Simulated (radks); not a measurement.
Question: The table gives one normalised radial function P(r) = r R(r) of Cd in [Kr] 4d10 5s2 (r in bohr). Method: scalar-relativistic Kohn-Sham, PBEsol, spin-polarised, spherical densities, finite nucleus; Fermi nuclear charge, rms radius 4.6087 fm; computed with a radial shooting solver on a logarithmic mesh with Libxc functionals.

r	P
0.001865	0.0025
0.002508	0.0042
0.003345	0.0071
0.004461	0.0118
0.00595	0.0195
0.007999	0.0325
0.01067	0.0527
0.01423	0.0839
0.01898	0.1299
0.02531	0.1937
0.03403	0.2758
0.04539	0.3590
0.06054	0.4149
0.08075	0.3927
0.1086	0.2298
0.1448	-0.0785
0.1931	-0.4404
0.2576	-0.6377
0.3436	-0.4436
0.4619	0.1730
0.6161	0.8497
0.8217	1.1665
1.096	0.9863
1.473	0.5566
1.965	0.2180
2.621	0.0560
3.496	0.0086
4.663	0.0007
6.269	0.0000
8.361	0.0000

Which n and l does it have? It may be an empty orbital.

Answer: n = 4, l = 1: the number of nodes gives n - l - 1 = 2, the rise at small r (about r^(l+1), flatter next to the nucleus through relativity) gives l, and the extent must fit the shell. The curve is that of 4p. 4p: eigenvalue -66.894 eV, 2 radial nodes at r = 0.136, 0.430 bohr, <r> = 0.960 bohr, 90 % of the charge inside 1.42 bohr.
